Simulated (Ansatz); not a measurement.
Reaction (ligand exchange at the Sb–C bond): `C[C@H]1O[C@@H]1[SbH2]` + HCl → `[Cl][SbH2]` + `CC1CO1`

Gas-phase electronic energies from Ansatz, PBE0-D4/def2-TZVP geometries. CBS: MP2 limit from def2 TZ/QZ plus the TZ coupled-cluster correction, frozen cores. This one scheme is used for every species. def2 core potentials past Kr. For Sb outer-core shells are correlated without core-valence functions, which leaves a few kJ/mol of doubt a bond.

```
             level  ΔE (kJ/mol)
    MP2/def2-TZVPP        -76.3
SCS-MP2/def2-TZVPP        -82.4
```

Question: What does CCSD(T)/CBS give? (Best estimate.)

Answer: Computed: -85.7 kJ/mol. The listed levels differ from it by 9.4, 3.3 kJ/mol.

Largest T1 diagnostic among the species: 0.013.

In def2-TZVPP, CCSD(T) changes the Hartree–Fock value by +37.6 kJ/mol (the triples alone add +4.8 kJ/mol) and MP2 by +39.0 kJ/mol. From PBE to PBE0 (25 % exact exchange), in def2-TZVPP and without D4, ΔE moves by −3.2 kJ/mol.
